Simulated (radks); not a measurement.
Values are calculated unless marked as measured or tabulated.
Spin polarisation of the 2s1 shell in Be+. Start: [He] 2s(up 0.5, down 0.5); electrons of 2s are moved from spin down to spin up, other shells keep equal spins. Code: a radial shooting solver on a logarithmic mesh with Libxc functionals. Model: non-relativistic Kohn-Sham, BLYP, spin-polarised, spherical densities, point nucleus.

| moment (Bohr magnetons) | E - E(0) (eV) | e(2s up) (eV) | e(2s down) (eV) | 1s down minus up (eV) |
|---|---|---|---|---|
| 0 | 0.000 | -13.636 | -13.636 | 0.000 |
| 0.25 | -0.029 | -13.851 | -13.390 | 0.107 |
| 0.5 | -0.114 | -14.025 | -13.127 | 0.213 |
| 0.75 | -0.253 | -14.165 | -12.834 | 0.319 |

At moment 0.75 the spin-polarisation energy is -0.253 eV and the 2s exchange splitting 1.331 eV, that is 1.774 eV per Bohr magneton; E = -I m^2/4 would give I = 1.799 eV.
